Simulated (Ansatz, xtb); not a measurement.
## C3H7AlCl2: where a starting geometry ends

The starting geometry of this gas-phase singlet was built from a drawn formula by distance geometry and a force field; its bonds are those of `C[C@H](Cl)[CH2][AlH][Cl]`.

```json
{"atom": "C", "x (Å)": "-1.9784", "y (Å)": "1.3687", "z (Å)": "-0.0575"}
{"atom": "C", "x (Å)": "-0.7784", "y (Å)": "1.0931", "z (Å)": "-1.0030"}
{"atom": "C", "x (Å)": "-1.0718", "y (Å)": "-0.1867", "z (Å)": "-1.8011"}
{"atom": "Al", "x (Å)": "0.5711", "y (Å)": "-0.7941", "z (Å)": "-2.8702"}
{"atom": "Cl", "x (Å)": "-0.6171", "y (Å)": "2.4711", "z (Å)": "-2.0945"}
{"atom": "Cl", "x (Å)": "2.4520", "y (Å)": "0.3253", "z (Å)": "-2.7355"}
{"atom": "H", "x (Å)": "-2.0534", "y (Å)": "0.4917", "z (Å)": "0.6707"}
{"atom": "H", "x (Å)": "-2.8899", "y (Å)": "1.4835", "z (Å)": "-0.5978"}
{"atom": "H", "x (Å)": "-1.7328", "y (Å)": "2.2515", "z (Å)": "0.5511"}
{"atom": "H", "x (Å)": "0.1165", "y (Å)": "0.9313", "z (Å)": "-0.3972"}
{"atom": "H", "x (Å)": "-1.2817", "y (Å)": "-1.0180", "z (Å)": "-1.1819"}
{"atom": "H", "x (Å)": "-1.8825", "y (Å)": "-0.0404", "z (Å)": "-2.5744"}
{"atom": "H", "x (Å)": "0.4700", "y (Å)": "-2.1242", "z (Å)": "-3.7665"}
```

Question: Predict what becomes of its bonds when it is optimised with r2SCAN-D4/def2-SVP.

Answer: It rearranges, giving a structure given below by its coordinates. Distances that change by over a tenth: C2–C3 (1.54 → 1.36 Å), C3–Al4 (2.05 → 2.41 Å). Contacts that open: C2–Cl5 (1.77 → 3.22 Å). Contacts that close: Al4–Cl5 (3.56 → 2.14 Å).

The energy falls by 1.84 eV over 47 steps:

```json
{"step": "1", "E − E(last) (eV)": "1.843"}
{"step": "6", "E − E(last) (eV)": "1.329"}
{"step": "11", "E − E(last) (eV)": "1.068"}
{"step": "16", "E − E(last) (eV)": "0.951"}
{"step": "21", "E − E(last) (eV)": "0.124"}
{"step": "27", "E − E(last) (eV)": "0.022"}
{"step": "32", "E − E(last) (eV)": "0.017"}
{"step": "37", "E − E(last) (eV)": "0.012"}
{"step": "42", "E − E(last) (eV)": "0.001"}
{"step": "47", "E − E(last) (eV)": "0.000"}
```

Final geometry (Å):

```csv
atom,x (Å),y (Å),z (Å)
C,-2.1805,1.2816,-0.7097
C,-0.9571,0.4894,-0.4150
C,-0.6692,-0.7392,-0.9094
Al,0.2629,0.4789,-2.7664
Cl,1.0881,2.3265,-2.0836
Cl,1.6971,-1.0407,-3.1660
H,-2.7277,1.4622,0.2318
H,-2.8487,0.7780,-1.4223
H,-1.9055,2.2746,-1.1036
H,-0.2290,0.9578,0.2605
H,0.2219,-1.2855,-0.5865
H,-1.3840,-1.2771,-1.5450
H,-1.0450,0.5465,-3.6427
```

From the same start GFN2-xTB ends elsewhere, differing in C2–Cl5 (1.82 against 3.22 Å here), C3–Al4 (2.04 against 2.41 Å here).

No frequencies were run, so the end isn't proven a minimum. Run with Ansatz 0.2.0, 3.3 min on 2 threads of Arm Neoverse V1, with other jobs on the host.
